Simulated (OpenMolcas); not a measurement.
**Ionisation energies of iridium**

| Quantity | Value |
| --- | --- |
| Program | OpenMolcas 26.06 |
| Basis | ANO-R2 [8s6p5d3f1g] |
| Scalar Hamiltonian | X2C, finite nucleus |
| Spin-orbit coupling | RASSI with atomic mean-field integrals over the reference wave functions, term energies averaged over their components |

Active shells in each charge state: the valence d shell, with orbitals averaged over the low states. Where CASPT2's correlated closed shells are named, they are those of the first ion.

A. CASSCF
B. SS-CASPT2, IPEA 0.25 Eh, imaginary shift 0.1 Eh (closed shells correlated: 5s 5p)
C. SS-CASPT2, IPEA 0.25 Eh, imaginary shift 0.1 Eh (closed shells correlated: 4f 5s 5p)
D. SS-CASPT2, IPEA 0 Eh, imaginary shift 0.1 Eh (closed shells correlated: 5s 5p)
E. SS-CASPT2, IPEA 0.25 Eh, imaginary shift 0.1 Eh (closed shells correlated: none)

Energies in eV between the lowest computed levels, named as in B; reference values from the NIST Atomic Spectra Database with their kind.

```json
{"From": "Ir2+ 5d⁷ ⁴F_9/2", "To": "Ir3+ 5d⁶ ⁵D₄", "A": "27.944", "B": "29.348", "C": "29.487", "D": "29.378", "E": "29.242", "Spin-orbit share in B": "+0.475", "Reference": "28.000 (theoretical)"}
{"From": "Ir3+ 5d⁶ ⁵D₄", "To": "Ir4+ 5d⁵ ⁶S_5/2", "A": "40.056", "B": "41.421", "C": "41.587", "D": "41.411", "E": "41.278", "Spin-orbit share in B": "+0.538", "Reference": "40.000 (theoretical)"}
{"From": "Ir4+ 5d⁵ ⁶S_5/2", "To": "Ir5+ 5d⁴ ⁵D₀", "A": "57.537", "B": "58.282", "C": "58.529", "D": "58.350", "E": "58.085", "Spin-orbit share in B": "-0.964", "Reference": "57.000 (theoretical)"}
{"From": "Ir5+ 5d⁴ ⁵D₀", "To": "Ir6+ 5d³ ⁴F_3/2", "A": "72.145", "B": "72.913", "C": "73.182", "D": "72.965", "E": "72.620", "Spin-orbit share in B": "-0.431", "Reference": "72.000 (theoretical)"}
{"From": "Ir6+ 5d³ ⁴F_3/2", "To": "Ir7+ 5d² ³F₂", "A": "87.855", "B": "88.495", "C": "88.789", "D": "88.550", "E": "88.108", "Spin-orbit share in B": "-0.531", "Reference": "89.000 (theoretical)"}
{"From": "Ir7+ 5d² ³F₂", "To": "Ir8+ 5d ²D_3/2", "A": "105.423", "B": "106.102", "C": "106.419", "D": "106.153", "E": "105.569", "Spin-orbit share in B": "+0.715", "Reference": "105.000 (theoretical)"}
```

The lowest level within the active space need not be the ion's true ground level.
